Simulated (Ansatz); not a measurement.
`B[SiH2][SiH3]` and `[SiH3][SiH2]I` differ in one atom or group.

Ansatz, PBE0-D4/def2-TZVP geometries, multiplicity 1. 

Elements past krypton have def2 core potentials.

| property | `B[SiH2][SiH3]` |
| --- | --- |
| size of the dipole moment (B3LYP/def2-TZVPP) / D | 0.20 |
| HOMO energy (PBE/def2-TZVPP) / eV | -6.89 |
| LUMO energy (B3LYP/def2-TZVPP) / eV | -2.68 |
| HOMO energy (B3LYP/def2-TZVPP) / eV | -7.76 |
| LUMO energy (PBE0/def2-TZVPP) / eV | -2.49 |
| LUMO energy (ωB97M-V/def2-TZVPP) / eV | -0.59 |

(1) Give the same properties after the change, and the shifts. (Estimate.)

Results:

(1) The calculation gave: 
```json
{"property": "size of the dipole moment (B3LYP/def2-TZVPP) / D", "`[SiH3][SiH2]I`": "1.29", "shift": "1.09"}
{"property": "HOMO energy (PBE/def2-TZVPP) / eV", "`[SiH3][SiH2]I`": "-6.42", "shift": "0.47"}
{"property": "LUMO energy (B3LYP/def2-TZVPP) / eV", "`[SiH3][SiH2]I`": "-1.25", "shift": "1.43"}
{"property": "HOMO energy (B3LYP/def2-TZVPP) / eV", "`[SiH3][SiH2]I`": "-7.27", "shift": "0.49"}
{"property": "LUMO energy (PBE0/def2-TZVPP) / eV", "`[SiH3][SiH2]I`": "-1.07", "shift": "1.42"}
{"property": "LUMO energy (ωB97M-V/def2-TZVPP) / eV", "`[SiH3][SiH2]I`": "0.70", "shift": "1.29"}
```

With PBE0 the HOMO rises by 0.45 eV and the LUMO rises by 1.42 eV, so the gap widens by about 0.97 eV. PBE moves the HOMO by 0.47 eV and ωB97M-V by 0.41 eV. The zero-point energy changes by -49.3 kJ/mol with -6 modes. Dipoles are sizes alone; their direction can turn.

B3LYP here is the variant with VWN-RPA as its local correlation; programs differ in this.

Spin–orbit coupling is left out; it splits and shifts lone-pair levels of the heavy atoms by tenths of an eV.
